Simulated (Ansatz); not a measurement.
Ansatz (a first-principles code) input (B3LYP-D3(BJ)/def2-TZVP):

Ansatz 0.2 input:
```yaml
crystal:
  periodic: [false, false, false]
  atoms:
    - {symbol: Sb, position_ang: [0.21348782, 0.15155298, -0.00564657]}
    - {symbol: F, position_ang: [-1.38497171, -0.98317830, 0.03663131]}
    - {symbol: F, position_ang: [-1.11370954, 1.75804384, 0.09439721]}
    - {symbol: F, position_ang: [1.28891696, -1.63366576, -0.09903129]}
basis:
  gaussian:
    orbitals: def2-TZVP
hamiltonian:
  xc: b3lyp
  dispersion: d3bj
total_charge: -1
magnetization: {spin_polarized: true, initial_magnetization: 1}
phonons: {temperatures: {t_min: 298.15, t_max: 298.15, t_step: 100}}
```

Output:

```
Functional definition: B3LYP
integrals: 0.05 GiB planned
904 factors; their error is unknown
mean field: 0.67 GiB planned
mean field evaluation 1: about -14697.1181 eV, gradient 1.4e1 eV
mean field evaluation 2: about -14696.1310 eV, gradient 2.4e1 eV
mean field evaluation 4: about -14697.9052 eV, gradient 7.5e-1 eV
mean field evaluation 8: about -14697.9094 eV, gradient 3.6e-2 eV
mean field evaluation 16: about -14698.0809 eV, gradient 1.3e-4 eV
mean field -14698.08088317 eV, -540.1445097393 hartree, gradient 1.0e-5 eV, S^2 0.753096; 0 other end points of the search recorded, 0 dependent functions left out
the calculation of the forces begins
reference -14698.08109898 eV, -540.1445176703 hartree; 26, 25 occupied and 117, 118 virtual orbitals, 904 factors
these checks for a lower state are left out or cut short: stability, starts, cluster_reference, orbital_swaps, neighbouring_geometries, increment
integrals: 0.05 GiB planned
904 factors; their error is unknown
mean field: 0.67 GiB planned
mean field -14698.08084287 eV, -540.1445082585 hartree, gradient 2.9e-6 eV, S^2 0.753094; 0 other end points of the search recorded, 0 dependent functions left out
the calculation of the forces begins
reference -14698.08105866 eV, -540.1445161886 hartree; 26, 25 occupied and 117, 118 virtual orbitals, 904 factors
these checks for a lower state are left out or cut short: stability, starts, cluster_reference, orbital_swaps, neighbouring_geometries, increment
integrals: 0.05 GiB planned
904 factors; their error is unknown
mean field: 0.67 GiB planned
mean field evaluation 32: about -14698.0808 eV, gradient 2.8e-6 eV
mean field -14698.08083846 eV, -540.1445080965 hartree, gradient 2.9e-6 eV, S^2 0.753099; 0 other end points of the search recorded, 0 dependent functions left out
the calculation of the forces begins
reference -14698.08105430 eV, -540.1445160284 hartree; 26, 25 occupied and 117, 118 virtual orbitals, 904 factors
these checks for a lower state are left out or cut short: stability, starts, cluster_reference, orbital_swaps, neighbouring_geometries, increment
integrals: 0.05 GiB planned
904 factors; their error is unknown
mean field: 0.67 GiB planned
mean field -14698.08085425 eV, -540.1445086765 hartree, gradient 2.9e-6 eV, S^2 0.753098; 0 other end points of the search recorded, 0 dependent functions left out
the calculation of the forces begins
reference -14698.08107007 eV, -540.1445166078 hartree; 26, 25 occupied and 117, 118 virtual orbitals, 904 factors
these checks for a lower state are left out or cut short: stability, starts, cluster_reference, orbital_swaps, neighbouring_geometries, increment
integrals: 0.05 GiB planned
904 factors; their error is unknown
mean field: 0.67 GiB planned
mean field -14698.08087012 eV, -540.1445092600 hartree, gradient 2.9e-6 eV, S^2 0.753095; 0 other end points of the search recorded, 0 dependent functions left out
the calculation of the forces begins
reference -14698.08108593 eV, -540.1445171908 hartree; 26, 25 occupied and 117, 118 virtual orbitals, 904 factors
these checks for a lower state are left out or cut short: stability, starts, cluster_reference, orbital_swaps, neighbouring_geometries, increment
integrals: 0.05 GiB planned
904 factors; their error is unknown
mean field: 0.67 GiB planned
mean field -14698.08086254 eV, -540.1445089814 hartree, gradient 2.9e-6 eV, S^2 0.753099; 0 other end points of the search recorded, 0 dependent functions left out
the calculation of the forces begins
reference -14698.08107839 eV, -540.1445169135 hartree; 26, 25 occupied and 117, 118 virtual orbitals, 904 factors
these checks for a lower state are left out or cut short: stability, starts, cluster_reference, orbital_swaps, neighbouring_geometries, increment
integrals: 0.05 GiB planned
904 factors; their error is unknown
mean field: 0.67 GiB planned
mean field -14698.08087029 eV, -540.1445092663 hartree, gradient 2.9e-6 eV, S^2 0.753094; 0 other end points of the search recorded, 0 dependent functions left out
the calculation of the forces begins
reference -14698.08108608 eV, -540.1445171963 hartree; 26, 25 occupied and 117, 118 virtual orbitals, 904 factors
these checks for a lower state are left out or cut short: stability, starts, cluster_reference, orbital_swaps, neighbouring_geometries, increment
integrals: 0.05 GiB planned
904 factors; their error is unknown
mean field: 0.67 GiB planned
mean field evaluation 64: about -14697.9065 eV, gradient 3.1e-1 eV
mean field -14698.08088295 eV, -540.1445097313 hartree, gradient 2.9e-6 eV, S^2 0.753095; 0 other end points of the search recorded, 0 dependent functions left out
the calculation of the forces begins
reference -14698.08109876 eV, -540.1445176621 hartree; 26, 25 occupied and 117, 118 virtual orbitals, 904 factors
these checks for a lower state are left out or cut short: stability, starts, cluster_reference, orbital_swaps, neighbouring_geometries, increment
integrals: 0.05 GiB planned
904 factors; their error is unknown
mean field: 0.67 GiB planned
mean field -14698.08086312 eV, -540.1445090026 hartree, gradient 2.9e-6 eV, S^2 0.753098; 0 other end points of the search recorded, 0 dependent functions left out
the calculation of the forces begins
reference -14698.08107894 eV, -540.1445169339 hartree; 26, 25 occupied and 117, 118 virtual orbitals, 904 factors
Total energy: -14698.18006388 eV, -540.1481545632 hartree
Atom 0 at     0.213488     0.151553    -0.005647 Å, force     0.000260     0.000184    -0.000007 eV/Å
Atom 1 at    -1.384972    -0.983178     0.036631 Å, force     0.000171     0.000121    -0.000005 eV/Å
Atom 2 at    -1.113710     1.758044     0.094397 Å, force    -0.000305    -0.000026     0.000013 eV/Å
Atom 3 at     1.288917    -1.633666    -0.099031 Å, force    -0.000126    -0.000280    -0.000002 eV/Å
Dipole moment:     0.380695     0.270252    -0.010069 e Å
Vibrations: 66.26 138.50 235.40 405.42 420.57 547.67 cm⁻¹, zero-point energy 0.112443 eV
```
